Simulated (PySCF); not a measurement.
Z-matrix (Å, degrees):
```
B
H 1 1.1871
S 1 1.7337 2 132.95
H 3 1.3576 1 101.83 2 0.01
```
Charge 0, spin multiplicity 2.

Estimate the highest occupied spin orbital, total energy and dipole moment that PBE-D3(BJ)/def2-TZVP // PBE0-D4/def2-TZVP (PySCF) returns for this input.


```json
{
 "highest_occupied_spin_orbital": "-4.88 eV",
 "total_energy": "-423.9860 Ha",
 "dipole_moment": "1.43 D"
}
```
